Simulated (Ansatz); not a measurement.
A nudged elastic band was laid between two geometries of C3H13BSi2 (19 atoms, charge 0, multiplicity 1).

Method: RKS B3LYP-D4/STO-3G (Ansatz 0.2.0).

| Quantity | Value |
| --- | --- |
| movable images | 5 |
| climbing image | yes |
| spring | 5.0 eV/Å² |
| optimiser | quadratic models (default) |
| start path | through a guess of the saddle point |
| force threshold | 0.05 eV/Å |
| iteration limit | 60 |
| end points | relaxed |

Initial state:

```xyz
19
Properties=species:S:1:pos:R:3
C 0.935 -2.100 -0.384
C 1.697 -0.773 -0.013
B 0.629 0.394 -0.044
Si 0.418 1.445 -1.701
Si -0.549 0.675 1.513
C -2.362 0.610 1.004
H 0.486 -2.034 -1.388
H 1.634 -2.950 -0.378
H 0.132 -2.312 0.340
H 2.143 -0.919 0.986
H 2.523 -0.646 -0.732
H 1.667 2.074 -2.072
H -0.585 2.480 -1.615
H 0.045 0.568 -2.791
H -0.289 1.985 2.076
H -0.332 -0.291 2.568
H -3.023 0.798 1.859
H -2.627 -0.371 0.591
H -2.586 1.364 0.238
```

Final state:

```xyz
19
Properties=species:S:1:pos:R:3
C 1.405 -2.234 0.324
C 1.538 -0.897 -0.469
B 0.304 0.130 -0.383
Si 0.427 1.793 -1.425
Si -0.854 0.091 1.108
C -2.410 1.134 1.205
H 0.501 -2.786 0.021
H 2.273 -2.889 0.148
H 1.340 -2.049 1.408
H 2.459 -0.390 -0.126
H 1.726 -1.153 -1.528
H 1.519 2.628 -0.976
H -0.766 2.608 -1.337
H 0.649 1.548 -2.833
H -0.811 -0.472 -0.662
H -1.132 -1.122 1.870
H -2.530 1.535 2.221
H -3.306 0.539 0.982
H -2.373 1.981 0.509
```

Task: What changes between the two ends?

Result: Bonds formed: B3–H15.

Task: What energy profile does the band end with?

Result: It did not converge within its limit. The highest image is number 3 of 0 to 6, 69.7 kcal/mol above the first end and 51.4 kcal/mol above the last; the last end lies 18.3 kcal/mol above the first. The band didn't meet its force threshold, so its energies are provisional: the largest band force was still 0.44 eV/Å, and over the last iterations the top moved between 3.02 and 3.03 eV. Neighbouring images lie up to 5.7 Å apart, so the band is torn or far too coarse. Limits of this set-up: minimal basis.

```csv
image,path coordinate (Å),energy (kcal/mol),B3–H15 (Å)
0,0.00,0.0,2.80
1,2.72,-0.1,2.80
2,5.44,16.3,2.11
3,8.16,69.7,1.21
4,13.88,19.3,1.30
5,19.61,18.6,1.31
6,25.33,18.3,1.30
```

The run took 20 min on 1 thread of Arm Neoverse V2 (shared host), peak memory 0.14 GiB.
